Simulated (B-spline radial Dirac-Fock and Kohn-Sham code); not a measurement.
M3 edges in EELS at 60 kV and 20 mrad, Sc to Kr

Level of theory: the first Born approximation with generalised oscillator strengths from a Dirac-Hartree-Slater potential (longitudinal and transverse terms; continuum final states only, so no white lines or fine structure); an atomic code on a B-spline grid. Partial cross sections in barn for windows above the edge. Edges are tabulated values, any marked * orbital energies of the model.

```csv
Z,element,edge (eV),Δ = 50 eV,Δ = 100 eV,Δ = 200 eV
21,Sc,38.26*,99000,131000,150000
23,V,48.98*,57200,83300,102000
24,Cr,49.26*,62600,86300,105000
28,Ni,66.20,21100,35000,49500
29,Cu,75.10,22400,34200,47800
30,Zn,88.60,14700,24800,37100
31,Ga,100.0,10600,19400,30300
34,Se,160.7,6150,11900,19400
35,Br,182.0,5450,10400,17100
36,Kr,214.4,4780,9060,14800
```

Values without a named source are computed, but for edge energies of neutral atoms, which are taken from tables.
